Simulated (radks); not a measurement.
Problem. Successive ionisation energies (eV) of one element, from differences of total energies of ions in their ground configurations, starting at charge 0: 5.538, 10.166, 36.645, 48.222, 60.360, 72.992, 86.054. All-electron calculation, scalar-relativistic Kohn-Sham, LDA (Slater exchange, Perdew-Wang correlation), spin-unpolarised, spherical densities, finite nucleus; Fermi nuclear charge, rms radius 4.8378 fm. Program: a radial shooting solver on a logarithmic mesh with Libxc functionals. Which element is it?

Solution. Barium (Z = 56). The first species listed is Ba in [Xe] 6s2, the last Ba6+ in [Kr] 4d10 5s2 5p2.
